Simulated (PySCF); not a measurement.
A run for PySCF: R-MP2/6-31G* on H2S (SMILES S) with ghost functions, monomers drawn apart or pushed together.

```python
from pyscf import gto, scf, dft, mp
from pyscf.data.elements import chemcore

mol = gto.M(
    atom='''
    S     0.82016333    0.96490268    4.54200572
    H    -0.15109578    0.15505911    4.99194841
    H     0.54204488    0.69559310    3.24063394
    ghost-N    0.00620493    0.16351925    0.32505388
    ghost-H   -0.77720639   -0.46070694    0.17008968
    ghost-H   -0.19302844    1.03169110   -0.15879122
    ghost-H    0.82113218   -0.25261076   -0.11110566
    ''',
    basis='6-31g*',
    cart=True,
    charge=0, spin=0, verbose=3, max_memory=1800)
mf = scf.RHF(mol)
mf.conv_tol = 1e-8
mf.max_cycle = 100
mf.kernel()
if not mf.converged:
    mf = mf.newton().run(mf.mo_coeff, mf.mo_occ)
pt = mp.MP2(mf, frozen=chemcore(mol)).run()
```

Output:

```
converged SCF energy = -398.666636030985
E(RMP2) = -398.788293411746  E_corr = -0.12165738076064
E(SCS-RMP2) = -398.790884249902  E_corr = -0.124248218916894
```

The calculation finished and met its thresholds.

Cost: around 0.20 core-seconds (rough).
